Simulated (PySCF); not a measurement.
Electronic absorption of 2-ethylthiazole

Compound: 2-ethylthiazole, C5H7NS.
SMILES: `CCc1nccs1`

The calculation used PySCF 2.14.0, density-fitted response routines, TDDFT PBE0/def2-SVPD, vertical, gas phase, core orbitals frozen in the response. Isolated species at its GFN2-xTB geometry (one conformer only). Torsions of this conformer, `[CH3:1][CH2:2][c:3]1[n:4][cH:5][cH:6][s:7]1`: C1–C2–C3–N4 -112°.

Problem. What does the calculation give for the low-lying excited states?

Solution. 

```tsv
state	λ (nm)	E (eV)	f	main configurations (H = HOMO, L = LUMO)
S1	229.3	5.41	0.0005	H-1→L (98%)
S2	224.2	5.53	0.103	H→L (92%)
S3	212.1	5.85	0.0015	H→L+1 (95%)
S4	193.9	6.39	0.047	H-2→L (78%), H→L+3 (8%)
S5	186.5	6.65	0.0027	H→L+2 (92%)
S6	180.0	6.89	0.0017	H-2→L+1 (92%)
```

Triplets (Tamm–Dancoff): T1 3.74 eV, H→L (94%); T2 4.96 eV, H-1→L (91%).

The lowest singlet comes at 229 nm (522 kJ/mol) in the ultraviolet; it is very weak; its leading configuration is HOMO-1→LUMO (98%). The most intense listed level is S2 at 5.53 eV (224 nm, f = 0.103), 0.12 eV above S1. Löwdin shares by element: HOMO carbon 66% or more, sulfur 14% (atoms not listed hold the other 20%); LUMO carbon 40% or more, sulfur 23%, nitrogen 14% (atoms not listed hold the other 23%). The oscillator strengths of these states sum to 0.157; summed over the whole spectrum of an exact calculation they would give the number of electrons, 60 (Thomas–Reiche–Kuhn). Weighted by f, the mean energy of these states is 5.83 eV. Orbital energies (eV): HOMO-3 -9.96, HOMO-2 -8.20, HOMO-1 -7.83, HOMO -7.00, LUMO -0.72, LUMO+1 0.29, LUMO+2 0.70. Singlets were solved by full linear response, triplets in the Tamm–Dancoff approximation.

Time: 26 s wall; peak memory 0.82 GiB. Hardware: Arm Neoverse V1, one thread, shared host with 32 logical CPUs at a one-minute load of 11.
